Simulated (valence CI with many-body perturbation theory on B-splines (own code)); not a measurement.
**E1 transitions of Pr27+**

Method: relativistic CI+MBPT: four valence electrons over a frozen Dirac-Fock core [Ar] 3d10, radial functions for each j: 11 s, 11 p, 10 d, 8 f, 5 g, 2 h, with the one-electron correlation potential Σ1 (screened to all orders), the two-electron term Σ2, the three-electron term Σ3, Breit, model QED; selected single and double excitations, second order for the rest, scaled by the run's own slope (own B-spline code, finite nucleus).

The last digits are not significant, and no measured levels were compared; by estimate large intervals hold to a few tenths of a per cent, small ones and those within an open d or f shell to about a per cent. Among the levels kept, up to 510 cm⁻¹ of a level comes from second order outside the variational space, and about a tenth of that is noise between levels of different J, which matters for small intervals.

Lines 51 to 100 of 558 in falling wavelength, among levels below 340.81 eV, chosen from the strongest by gf and those to the six lowest levels. Wavelengths and rates use the calculated energies. Electric multipoles are in the length gauge, E1 and E2 with the static RPA response of the core. Weak lines are less certain than strong ones. Lines between different terms over intervals too small for the method are left out, as are lines whose strength nearly cancels. Where a level lies close to another of its J and parity, the split of strength between their lines is uncertain. The highest levels of a list are the least certain.

Levels are named by their leading jj configuration (3d3/2^4 stands for four electrons in 3d with j = 3/2), which in mixed levels can hold well under half, so a name can repeat and another be missing. Letters in brackets count levels of one name in rising energy.

```csv
λ vac (Å),Upper,Lower,A (s⁻¹),log gf,Branch %
154.9,(4s 4p1/2 4p3/2^2) J=2 [a],(4s^2 4p1/2 4p3/2) J=2,3.72e+08,-2.17,3.0
154.7,(4p1/2 4p3/2^2 4d5/2) J=4 [a],(4s 4p1/2 4p3/2 4d5/2) J=3 [d],9.10e+09,-0.53,15.3
153.5,(4p1/2 4p3/2^2 4d3/2) J=4,(4s 4p1/2 4p3/2 4d5/2) J=4 [b],9.22e+09,-0.53,16.7
150.9,(4s 4p3/2^2 4d5/2) J=4 [a],(4s^2 4p3/2 4d5/2) J=4,5.62e+09,-0.76,10.8
149.4,(4s 4p1/2 4p3/2^2) J=2 [a],(4s^2 4p1/2 4p3/2) J=1,1.13e+10,-0.72,92.5
147.4,(4s 4p3/2^2 4d5/2) J=5,(4s^2 4p3/2 4d5/2) J=4,1.86e+10,-0.18,100.0
147.2,(4p1/2 4p3/2^2 4d5/2) J=5,(4s 4p1/2 4p3/2 4d5/2) J=4 [c],1.27e+10,-0.34,25.6
147.0,(4p1/2 4p3/2^2 4d5/2) J=4 [c],(4s 4p1/2 4p3/2 4d5/2) J=3 [d],1.30e+10,-0.42,7.4
146.6,(4s^2 4p1/2 4d5/2) J=3,(4s^2 4p3/2^2) J=2,9.16e+08,-1.69,1.1
145.5,(4s 4p1/2 4p3/2 4f7/2) J=4 [b],(4s^2 4p1/2 4f7/2) J=4,7.76e+09,-0.65,4.9
144.8,(4s 4p1/2 4p3/2^2) J=3,(4s^2 4p1/2 4p3/2) J=2,7.43e+09,-0.79,60.1
144.1,(4s 4p3/2^2 4d5/2) J=4 [b],(4s^2 4p3/2 4d5/2) J=3,1.51e+10,-0.37,6.4
144.0,(4s^2 4p1/2 4d3/2) J=1,(4s^2 4p3/2^2) J=2,3.60e+08,-2.47,0.1
144.0,(4s 4p1/2^2 4f7/2) J=3,(4s 4p1/2 4p3/2 4d3/2) J=2 [c],9.27e+09,-0.70,3.8
143.2,(4s^2 4p1/2 4d5/2) J=2,(4s^2 4p3/2^2) J=2,2.65e+08,-2.39,0.1
142.8,(4s 4p3/2^2 4d3/2) J=4,(4s^2 4p3/2 4d3/2) J=3,1.14e+10,-0.50,2.8
142.8,(4p1/2 4p3/2^2 4d3/2) J=4,(4s 4p1/2 4p3/2 4d3/2) J=3 [b],9.08e+09,-0.60,16.4
142.4,(4p1/2 4p3/2^2 4d5/2) J=2 [b],(4s 4p1/2 4p3/2 4d5/2) J=1 [b],1.92e+10,-0.53,12.2
142.3,(4s 4p3/2^2 4d5/2) J=3 [a],(4s^2 4p3/2 4d5/2) J=2,9.09e+09,-0.71,5.2
142.2,(4p1/2 4p3/2^2 4d5/2) J=2 [a],(4s 4p1/2 4p3/2 4d5/2) J=3 [e],1.15e+10,-0.76,5.7
141.8,(4s 4p1/2 4p3/2 4d5/2) J=2 [a],(4s^2 4p1/2 4d3/2) J=2,2.39e+10,-0.44,24.0
141.6,(4s 4p3/2^2 4d5/2) J=1 [a],(4s^2 4p3/2 4d5/2) J=2,1.89e+10,-0.77,6.5
141.3,(4s 4p3/2^2 4d5/2) J=2 [b],(4s^2 4p3/2 4d5/2) J=1,2.93e+10,-0.36,23.5
140.8,(4p1/2 4p3/2^2 4d5/2) J=2 [c],(4s 4p1/2 4p3/2 4d5/2) J=2 [e],1.29e+10,-0.72,3.2
140.1,(4p1/2 4p3/2^2 4d5/2) J=3 [a],(4s 4p1/2 4p3/2 4d5/2) J=2 [b],1.11e+10,-0.64,12.9
139.8,(4p1/2 4p3/2^2 4d5/2) J=3 [c],(4s 4p1/2 4p3/2 4d5/2) J=3 [e],2.03e+10,-0.38,9.0
139.5,(4p1/2 4p3/2^2 4d5/2) J=3 [d],(4s 4p1/2 4p3/2 4d5/2) J=2 [d],1.41e+10,-0.54,7.9
137.9,(4s 4p1/2 4p3/2 4d5/2) J=3 [d],(4s^2 4p1/2 4d5/2) J=2,5.41e+10,0.03,33.1
137.8,(4s 4p1/2 4d3/2 4d5/2) J=3 [a],(4s 4p1/2 4p3/2 4d5/2) J=3 [c],1.31e+10,-0.58,4.6
137.6,(4s 4p3/2^3) J=2,(4s^2 4p3/2^2) J=2,3.83e+10,-0.26,46.6
137.5,(4p1/2 4p3/2^3) J=2,(4s 4p1/2 4p3/2^2) J=2 [b],2.59e+10,-0.44,23.8
136.7,(4p1/2^2 4p3/2 4d5/2) J=3,(4s 4p1/2^2 4d5/2) J=2,1.82e+10,-0.45,12.7
135.8,(4s 4p1/2 4p3/2 4d5/2) J=4 [c],(4s^2 4p1/2 4d5/2) J=3,4.07e+10,0.01,87.2
135.3,(4s 4p1/2 4p3/2 4d5/2) J=3 [c],(4s^2 4p1/2 4d5/2) J=3,8.99e+09,-0.76,2.7
135.1,(4s 4p1/2 4p3/2 4d3/2) J=3 [b],(4s^2 4p1/2 4d3/2) J=2,3.17e+10,-0.22,39.8
134.1,(4s 4p3/2^2 4d5/2) J=3 [d],(4s^2 4p3/2 4d5/2) J=3,4.55e+10,-0.07,9.0
133.9,(4s 4p1/2 4p3/2 4d5/2) J=2 [b],(4s^2 4p1/2 4d3/2) J=2,1.52e+10,-0.69,7.6
133.3,(4s 4p1/2 4p3/2 4d3/2) J=2 [c],(4s^2 4p1/2 4d3/2) J=1,4.64e+10,-0.21,10.8
133.3,(4s 4p3/2^2 4d5/2) J=3 [c],(4s^2 4p3/2 4d5/2) J=2,1.42e+10,-0.58,4.7
133.0,(4s 4p1/2 4p3/2^2) J=2 [b],(4s^2 4p1/2 4p3/2) J=2,3.55e+10,-0.33,88.1
132.4,(4p1/2 4p3/2^2 4d3/2) J=2 [b],(4s 4p1/2 4p3/2 4d3/2) J=3 [b],2.88e+10,-0.42,16.0
132.2,(4p1/2 4p3/2^2 4d5/2) J=2 [b],(4s 4p1/2 4p3/2 4d5/2) J=3 [d],1.41e+10,-0.73,9.0
132.1,(4s 4p3/2^3) J=1,(4s^2 4p3/2^2) J=0,2.00e+10,-0.80,7.4
131.9,(4s^2 4p1/2 4f7/2) J=4,(4s^2 4p3/2 4d5/2) J=4,7.67e+09,-0.74,9.1
131.7,(4s 4p3/2^2 4d5/2) J=1 [b],(4s^2 4p3/2 4d5/2) J=1,2.19e+10,-0.77,3.8
131.6,(4p1/2^2 4p3/2 4d3/2) J=2,(4s 4p1/2^2 4d3/2) J=2,1.48e+10,-0.72,18.8
131.4,(4s 4p1/2 4p3/2^2) J=1 [a],(4s^2 4p1/2 4p3/2) J=2,5.32e+08,-2.38,0.6
131.4,(4s 4p3/2^2 4d5/2) J=2 [a],(4s^2 4p3/2 4d3/2) J=3,3.93e+10,-0.29,11.4
131.1,(4s 4p1/2 4p3/2^2) J=0,(4s^2 4p1/2 4p3/2) J=1,5.12e+10,-0.88,100.0
131.0,(4s 4p3/2^2 4d3/2) J=2 [b],(4s^2 4p3/2 4d3/2) J=1,2.00e+10,-0.59,4.8
```

**Question.** How does gf follow from A for the line at 144.8 Å?

**Answer.** gf = 1.4992 × (2J+1)_upper × A / σ², with σ = 690499 cm⁻¹ and 2J+1 = 7: gf = 0.164.
